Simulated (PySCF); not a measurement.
C₂H₈FNSi₂. Atoms are numbered in the order given.

```xyz
14

C     -2.5260    -0.8531     0.0795
C     -1.6139    -0.4587     0.9795
Si    -0.2618     0.7686     0.5700
N     -0.7483     1.6601    -0.8414
Si     1.7483    -0.3247     0.0356
F      1.4804    -1.3859    -1.1834
H     -2.5196    -0.4584    -0.9425
H     -3.3095    -1.5803     0.3210
H     -1.6530    -0.8855     1.9906
H      0.0150     1.5772     1.8074
H     -1.6180     2.1866    -0.8231
H     -0.0565     2.1319    -1.4152
H      2.8023     0.6273    -0.4309
H      2.2828    -1.0903     1.2004
```
Charge 0, spin multiplicity 1.

The structure is a stationary point at B3LYP-D3(BJ)/def2-SVP. The structure was generated by enumeration; whether it is a known compound was not checked. The values are those of a single conformer.

Level of theory: TDDFT-LC-ωPBE/def2-SVPD in PySCF.

Vertical excitations. Isolated molecule, no solvent.

| state | energy (eV) | λ (nm) | f | main pairs |
|---|---|---|---|---|
| S1 | 6.27 | 198 | 0.001 | HOMO→LUMO+1 61 %, HOMO→LUMO 12 % |
| S2 | 6.50 | 191 | 0.236 | HOMO→LUMO 66 % |
| S3 | 6.68 | 185 | 0.011 | HOMO−1→LUMO 39 %, HOMO−2→LUMO 18 %, HOMO−3→LUMO 11 %, HOMO→LUMO+1 10 % |
| S4 | 6.96 | 178 | 0.119 | HOMO→LUMO+2 20 %, HOMO−2→LUMO 19 %, HOMO−1→LUMO+1 14 %, HOMO−1→LUMO 11 % |
| S5 | 7.42 | 167 | 0.119 | HOMO−1→LUMO+1 26 %, HOMO→LUMO+2 22 %, HOMO→LUMO+3 21 %, HOMO→LUMO+7 7 % |
| S6 | 7.52 | 165 | 0.040 | HOMO−1→LUMO 30 %, HOMO−2→LUMO 21 %, HOMO−1→LUMO+1 17 %, HOMO→LUMO+2 10 % |
| S7 | 7.88 | 157 | 0.039 | HOMO−1→LUMO+2 35 %, HOMO−1→LUMO+1 18 %, HOMO→LUMO+3 11 %, HOMO−2→LUMO 5 % |
| S8 | 7.97 | 156 | 0.021 | HOMO→LUMO+3 25 %, HOMO−3→LUMO+1 12 %, HOMO−2→LUMO+1 11 %, HOMO−4→LUMO+1 10 % |
| S9 | 8.01 | 155 | 0.028 | HOMO−4→LUMO+1 38 %, HOMO−3→LUMO+1 17 %, HOMO−1→LUMO+2 11 %, HOMO−4→LUMO+2 7 % |
| S10 | 8.24 | 150 | 0.068 | HOMO−2→LUMO+1 21 %, HOMO−1→LUMO+3 15 %, HOMO→LUMO+5 10 %, HOMO→LUMO+3 9 % |
| T1 | 3.96 | 313 | 0 | HOMO→LUMO 34 %, HOMO−2→LUMO 23 %, HOMO−1→LUMO 14 % |
| T2 | 5.54 | 224 | 0 | HOMO→LUMO+1 64 %, HOMO−2→LUMO+1 10 % |
| T3 | 5.86 | 212 | 0 | HOMO−2→LUMO 32 %, HOMO→LUMO 29 %, HOMO→LUMO+2 10 %, HOMO→LUMO+3 8 % |
| T4 | 6.06 | 205 | 0 | HOMO−1→LUMO 38 %, HOMO−3→LUMO 13 %, HOMO−2→LUMO 13 %, HOMO→LUMO 7 % |
Triplets are in the Tamm–Dancoff approximation, which puts them higher than full response would, so one can lie above its singlet here.
